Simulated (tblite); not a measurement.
Compound: C5H12O4Si.
SMILES with atom numbers: `[CH3:1][O:2][C:3](=[O:4])[Si:5]([CH3:6])([O:7][CH3:8])[O:9][CH3:10]` (hydrogens: H11, H12, H13 on C1; H14, H15, H16 on C6; H17, H18, H19 on C8; H20, H21, H22 on C10)

Computed with GFN2-xTB (tblite), gas phase: L-BFGS steps from a force-field or distance-geometry start until the largest atomic force falls under 0.01 eV/Å.

Step 6: E = -949.2611 eV
```
atom  x, y, z in Å  |  force x, y, z in eV/Å
C1      3.2925    0.3804   -0.3531   -0.109   0.085   0.027
O2      1.9187    0.7108   -0.1037    0.134  -0.255  -0.082
C3      1.0959   -0.3325    0.1118    0.045   0.193   0.109
O4      1.4987   -1.4719    0.0992    0.115  -0.209  -0.091
Si5    -0.7593    0.0756    0.4956    0.009   0.168  -0.178
C6     -1.1746   -0.7133    2.1515   -0.013  -0.006   0.206
O7     -1.6721   -0.5708   -0.6975    0.026   0.131  -0.021
C8     -1.5499   -1.8832   -1.1828    0.025  -0.022  -0.008
O9     -1.0607    1.6672    0.5215    0.016  -0.132   0.094
C10    -1.0518    2.4895   -0.6211    0.008  -0.021   0.056
H11     3.7192   -0.1570    0.4976   -0.103   0.025  -0.002
H12     3.8223    1.3181   -0.5080   -0.099   0.005   0.015
H13     3.3795   -0.2545   -1.2384   -0.074   0.026   0.026
H14    -0.5660   -0.3197    2.9546    0.005   0.037   0.105
H15    -2.2162   -0.5660    2.4115   -0.054   0.058   0.031
H16    -0.9993   -1.7829    2.1071    0.049  -0.027  -0.026
H17    -0.6030   -1.9697   -1.7094    0.062  -0.181  -0.155
H18    -1.5478   -2.5921   -0.3571   -0.066  -0.109  -0.008
H19    -2.3824   -2.0954   -1.8575    0.066   0.111   0.077
H20    -0.0930    2.3999   -1.1314    0.014   0.112  -0.050
H21    -1.2135    3.5211   -0.3034   -0.003  -0.101   0.014
H22    -1.8475    2.1657   -1.2879   -0.051   0.113  -0.137
```

Step 7: E = -949.2720 eV
```
atom  x, y, z in Å  |  force x, y, z in eV/Å
C1      3.2843    0.3799   -0.3522    0.016   0.033  -0.008
O2      1.9152    0.7096   -0.1062    0.110  -0.263  -0.056
C3      1.1006   -0.3359    0.1112   -0.050   0.097   0.131
O4      1.5055   -1.4755    0.0938    0.106  -0.141  -0.083
Si5    -0.7513    0.0752    0.4967   -0.043   0.082  -0.090
C6     -1.1744   -0.7073    2.1590    0.005  -0.003   0.080
O7     -1.6563   -0.5707   -0.7010    0.013   0.068  -0.030
C8     -1.5469   -1.8860   -1.1853    0.055   0.034   0.023
O9     -1.0643    1.6613    0.5156    0.039  -0.018   0.047
C10    -1.0523    2.4912   -0.6239   -0.004  -0.070   0.075
H11     3.7150   -0.1606    0.4954   -0.121   0.062   0.018
H12     3.8048    1.3206   -0.5047   -0.006   0.040  -0.006
H13     3.3797   -0.2584   -1.2352   -0.099   0.063   0.013
H14    -0.5676   -0.3185    2.9654    0.006   0.036   0.091
H15    -2.2174   -0.5649    2.4169   -0.037   0.067   0.018
H16    -0.9969   -1.7759    2.1020    0.045  -0.041   0.021
H17    -0.5994   -1.9822   -1.7129   -0.004  -0.170  -0.147
H18    -1.5469   -2.5945   -0.3574   -0.094  -0.083  -0.046
H19    -2.3873   -2.0802   -1.8558    0.104   0.050   0.075
H20    -0.0921    2.4047   -1.1364   -0.038   0.121   0.003
H21    -1.2148    3.5184   -0.2900    0.000  -0.119  -0.054
H22    -1.8478    2.1690   -1.2959   -0.002   0.154  -0.074
```

Question: Estimate the geometry and energy of step 8. (The exact step hangs on the optimiser's Hessian estimate; all steps are aligned on step 7, rigid shifts and turns removed.)

Answer: E = -949.2799 eV, largest force 0.185 eV/Å
```
atom  x, y, z in Å  |  force x, y, z in eV/Å
C1      3.2792    0.3798   -0.3518    0.104  -0.010  -0.034
O2      1.9143    0.7050   -0.1091    0.021  -0.150  -0.011
C3      1.1042   -0.3389    0.1133   -0.081  -0.061   0.102
O4      1.5113   -1.4792    0.0884    0.058  -0.060  -0.054
Si5    -0.7460    0.0755    0.4965   -0.062  -0.019   0.028
C6     -1.1741   -0.7030    2.1655    0.017   0.004  -0.022
O7     -1.6451   -0.5695   -0.7045    0.031  -0.002  -0.035
C8     -1.5434   -1.8874   -1.1865    0.070   0.052   0.030
O9     -1.0663    1.6575    0.5125    0.047   0.063   0.002
C10    -1.0528    2.4910   -0.6248   -0.013  -0.074   0.050
H11     3.7098   -0.1621    0.4943   -0.100   0.067   0.047
H12     3.7921    1.3233   -0.5024    0.059   0.064  -0.019
H13     3.3781   -0.2599   -1.2327   -0.086   0.063  -0.024
H14    -0.5685   -0.3169    2.9751   -0.009   0.023   0.056
H15    -2.2191   -0.5628    2.4211    0.004   0.061   0.005
H16    -0.9944   -1.7717    2.0988    0.031  -0.019   0.061
H17    -0.5971   -1.9944   -1.7182   -0.059  -0.138  -0.109
H18    -1.5481   -2.5978   -0.3586   -0.095  -0.038  -0.071
H19    -2.3888   -2.0684   -1.8531    0.101   0.002   0.050
H20    -0.0921    2.4105   -1.1400   -0.064   0.106   0.041
H21    -1.2157    3.5143   -0.2815   -0.006  -0.090  -0.077
H22    -1.8480    2.1744   -1.3030    0.034   0.154  -0.014
```

The energy changes by -0.0079 eV. The first-order estimate −F·Δx gives -0.0110 eV and the mean of the old and new forces, exact on a quadratic surface, -0.0079 eV. The step makes an angle of 62° with the force vector and moves no atom by more than 0.013 Å.

The cost below is that of the whole relaxation. On one thread of an Intel Xeon at 2.50 GHz, shared host with 64 logical CPUs at a one-minute load of 62, this took 3.5 s wall, 2.5 s CPU.
